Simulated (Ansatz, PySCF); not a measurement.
This PySCF input computes a CCSD(T)/cc-pVDZ energy:

```python
from pyscf import gto, scf, mp, cc as ccmod

mol = gto.M(
    atom='''
    B    -0.14346791   -0.36359341    0.24688682
    N    -1.17068986    0.62369187    0.17170936
    N     1.14280199   -0.19444410   -0.27851693
    H    -0.38992760   -1.35714111    0.88020854
    H    -1.98811896    0.43102754   -0.40345489
    H     1.42008951    0.61520055   -0.80804573
    H     1.87051180   -0.87585427   -0.15548910
    ''',
    basis='cc-pvdz',
    charge=0,
    spin=1,
    verbose=4,
)

mf = scf.UHF(mol)
mf.conv_tol = 1e-10
mf.max_cycle = 100
mf.kernel()
mo, _, stable, _ = mf.stability(return_status=True)
if not stable:
    mf.kernel(mf.make_rdm1(mo, mf.mo_occ))
mp2 = mp.MP2(mf, frozen=3).run()
cc = ccmod.CCSD(mf, frozen=3)
cc.max_cycle = 100
cc.kernel()
et = cc.ccsd_t()
print(f'E(CCSD(T)) = {cc.e_tot + et:.9f}')
```

Q: Write an input for the same energy in Ansatz (an electronic-structure program) and say what it gives.

A: 
Ansatz 0.2 input:
```yaml
crystal:
  periodic: [false, false, false]
  atoms:
    - {symbol: B, position_ang: [-0.14346791, -0.36359341, 0.24688682]}
    - {symbol: N, position_ang: [-1.17068986, 0.62369187, 0.17170936]}
    - {symbol: N, position_ang: [1.14280199, -0.19444410, -0.27851693]}
    - {symbol: H, position_ang: [-0.38992760, -1.35714111, 0.88020854]}
    - {symbol: H, position_ang: [-1.98811896, 0.43102754, -0.40345489]}
    - {symbol: H, position_ang: [1.42008951, 0.61520055, -0.80804573]}
    - {symbol: H, position_ang: [1.87051180, -0.87585427, -0.15548910]}
basis:
  gaussian:
    orbitals: cc-pVDZ
magnetization: {spin_polarized: true, initial_magnetization: 1}
correlation: {method: ccsd_t, electrons: outside_noble_gas}
```
It gives -136.38153 Eh, and PySCF -136.38153 Eh, a difference of 0.00 mEh.

It need not be the lowest isomer of its formula.
